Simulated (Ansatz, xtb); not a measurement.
**C4H7FSi: which of two isomers lies lower**

Structure I: `F[SiH]1CC=CC1`, a singlet. Structure II: `C=C=CC[SiH2]F`, a singlet. Both are isolated molecules in the gas phase, relaxed with PBE-D3(BJ)/def2-SVP; the shapes shown needn't be the lowest conformers.

I (Å):

```xyz
13

C     1.4992    1.8058   -0.3891
C     2.4846    0.9525    0.3817
C     2.0887   -0.2559    0.8455
C     0.6715   -0.7193    0.5810
F    -1.1115    1.5692    0.8921
Si   -0.1117    0.8266   -0.1878
H    -0.9261    0.6159   -1.4312
H     1.7970    1.9207   -1.4558
H     1.4225    2.8380    0.0175
H     3.5112    1.3184    0.5563
H     2.7830   -0.9019    1.4101
H     0.1505   -1.0429    1.5086
H     0.6440   -1.5962   -0.1047
```

II (Å):

```xyz
13

C     0.4293    1.2623   -2.1961
C     1.0843    0.6490   -1.2324
C     1.7419    0.0276   -0.2698
C     1.8173   -1.4690   -0.0863
F     1.4465   -1.2492    2.7463
Si    0.8463   -2.0339    1.4316
H    -0.6363    1.5323   -2.0894
H     0.9213    1.5348   -3.1465
H     2.2510    0.6444    0.4951
H     1.4113   -2.0036   -0.9714
H     2.8721   -1.7987    0.0423
H     1.0144   -3.5107    1.6600
H    -0.6042   -1.6723    1.3003
```

Quicker runs give these differences E(II) − E(I): GFN2-xTB +104.5 kJ/mol; HF/STO-3G +269.3 kJ/mol (at GFN2-xTB geometries); r2SCAN-D4/def2-SVP +159.2 kJ/mol (at GFN2-xTB geometries).

**Question.** Estimate E(II) − E(I) at the level CCSD(T)/def2-SVP + ΔMP2/def2-TZVPP.

**Answer.** Calculated at CCSD(T)/def2-SVP + ΔMP2/def2-TZVPP: E(II) − E(I) = +152.0 kJ/mol, so structure I lies lower.

The same difference at several levels:

```json
{"level": "GFN2-xTB", "geometry": "GFN2-xTB", "E(II) − E(I) (kJ/mol)": "+104.5", "departure from the last row (kJ/mol)": "−47.5", "job, with rough time for the two": "optimisation, 0.3 s"}
{"level": "HF/STO-3G", "geometry": "GFN2-xTB", "E(II) − E(I) (kJ/mol)": "+269.3", "departure from the last row (kJ/mol)": "+117.3", "job, with rough time for the two": "single point, 0.86 s"}
{"level": "r2SCAN-D4/def2-SVP", "geometry": "GFN2-xTB", "E(II) − E(I) (kJ/mol)": "+159.2", "departure from the last row (kJ/mol)": "+7.3", "job, with rough time for the two": "single point, 5.6 s"}
{"level": "PBE-D3(BJ)/def2-SVP", "geometry": "PBE-D3(BJ)/def2-SVP", "E(II) − E(I) (kJ/mol)": "+155.7", "departure from the last row (kJ/mol)": "+3.7", "job, with rough time for the two": "optimisation, 67 s"}
{"level": "HF/def2-SVP", "geometry": "PBE-D3(BJ)/def2-SVP", "E(II) − E(I) (kJ/mol)": "+144.5", "departure from the last row (kJ/mol)": "−7.5", "job, with rough time for the two": "part of the CCSD(T) run"}
{"level": "MP2/def2-SVP", "geometry": "PBE-D3(BJ)/def2-SVP", "E(II) − E(I) (kJ/mol)": "+162.2", "departure from the last row (kJ/mol)": "+10.2", "job, with rough time for the two": "part of the CCSD(T) run"}
{"level": "CCSD(T)/def2-SVP", "geometry": "PBE-D3(BJ)/def2-SVP", "E(II) − E(I) (kJ/mol)": "+149.6", "departure from the last row (kJ/mol)": "−2.3", "job, with rough time for the two": "single point"}
{"level": "CCSD(T)/def2-SVP + ΔMP2/def2-TZVPP", "geometry": "PBE-D3(BJ)/def2-SVP", "E(II) − E(I) (kJ/mol)": "+152.0", "departure from the last row (kJ/mol)": "", "job, with rough time for the two": "single point, 64 s"}
```

As drawn, II has 1 C=C, 1 Si–H in place of 1 C–Si, 1 C–C, 1 C–H. Structure I has a 5-membered ring, II no ring.

The levels shown agree on the order. The largest departure from CCSD(T)/def2-SVP + ΔMP2/def2-TZVPP is that of HF/STO-3G, 117.3 kJ/mol. The last row adds to CCSD(T) the change of the MP2 difference between the two basis sets, here +2.3 kJ/mol.

With thermal terms from frequencies at re-optimised GFN2-xTB minima (ideal gas, soft modes damped towards free rotors, one conformer each, 298.15 K, 1 atm): the zero-point term adds −15.2 kJ/mol; ΔH is +140.9 and ΔG +131.0 kJ/mol.

The correlated steps freeze 10 core orbitals. Run with Ansatz 0.2.0, xtb 6.7.1; the last row on 2 threads of Intel(R) Xeon(R) Processor @ 2.70GHz on a shared host.
